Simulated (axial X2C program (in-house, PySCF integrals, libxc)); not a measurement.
# ZrH: bond constants with and without spin–orbit coupling

Computed with an in-house relativistic program for diatomic molecules. Spin-free means the one-electron spin-free X2C Hamiltonian; two-component (2c) means X2C with spin–orbit coupling and atomic mean-field two-electron Coulomb and Gaunt terms, so the difference of the two also holds small scalar two-electron terms. Basis: Zr dyall-cv3z [11s12p9d6f3g], H dyall-v3z [6s2p1d] (cores contracted in-house); Gaussian nuclei, density fitting, unrestricted open shells. Masses: Zr 89.905 u, H 1.008 u.

State, spin-free: M_S = 3/2, Λ = 0 (beyond evenly filled blocks: σα, δ+α, δ-α); electrons by block: σα: 10, σβ: 9, π+α: 4, π+β: 4, π-α: 4, π-β: 4, δ+α: 2, δ+β: 1, δ-α: 2, δ-β: 1. Fragments: Zr + H.

State, 2c: Ω = 3/2 (⟨Sz⟩ = -1.50, ⟨Lz⟩ = 3.00 at PBE0); electrons by block: 1/2: 14, -1/2: 14, 3/2: 6, -3/2: 5, 5/2: 1, -5/2: 1. Fragments: Zr + H.

```tsv
Hamiltonian	level	Re (Å)	ωe (cm⁻¹)	Be (cm⁻¹)	αe (cm⁻¹)	De (eV)	μ (D)
spin-free	PBE0	1.868	1607.5	4.847	0.102	2.76	-3.06
spin-free	HF	1.914	1562.9	4.616	0.0895	n/a	-3.34
spin-free	MP2	1.861	1649.9	4.882	0.0956	2.14	n/a
spin-free	CCSD	1.881	1598.1	4.782	0.0997	2.30	n/a
spin-free	CCSD(T)	1.879	1597.6	4.793	0.102	2.25	n/a
spin-free	LDA	1.859	1608.1	4.892	0.108	3.11	-2.51
2c	PBE0	1.856	1596.6	4.91	0.106	n/a	-2.44
2c	HF	1.924	1517.2	4.569	0.0924	n/a	-2.25
2c	MP2	1.855	1620.6	4.913	0.0992	n/a	n/a
2c	CCSD	1.878	1567.7	4.796	0.102	n/a	n/a
2c	CCSD(T)	1.875	1569.5	4.814	0.104	2.46	n/a
2c	LDA	1.843	1605.0	4.981	0.113	n/a	-2.25
```

Correlated methods: 13 electrons correlated (number of frozen shells: Zr 3 s, 2 p, 1 d; H none), 241 virtual spin orbitals or spinors in MP2, 110 natural virtuals in coupled cluster.

Dipoles are positive if H is the positive end.

The state is a single determinant with fixed occupations, the lowest that a limited PBE0 search found. Dissociation energies refer to the lowest single-determinant-based atoms at the same level and basis. De is not given where an atomic determinant may have missed its ground term or J level, or where the truncated virtual space spoils (T). Density functionals use the spin component along the axis (collinear). Coupled cluster ran in a truncated set of natural virtual spinors; the MP2 energy of the rest was added. (T) has no such correction and the atoms are truncated less, which lowers De at CCSD(T) by a hundredth of an eV or more. Other states lie close and PBE0, whose exact exchange favours high spin, may order them wrongly; the determinant shown need not be the ground state. The nearest other spin-free determinant of the search, M_S = 3/2, Λ = 3, lies 0.006 eV up at the distance of the search. Without a current term, density functionals place determinants with orbital angular momentum somewhat too high. With several unpaired electrons one determinant need not be a pure state. At some level and bond length an empty orbital lies below a filled one.

The spin-free and the 2c determinant differ in configuration, so the two halves of the table describe two states.

Rough cost a point (2c) on 1 thread(s) of a shared host, integrals apart: PBE0 0.4 s, HF 0.3 s, CCSD(T) 10 s, LDA 0.2 s.

The whole task took 3.7 min on 1 thread of Arm Neoverse V2, on a shared host.
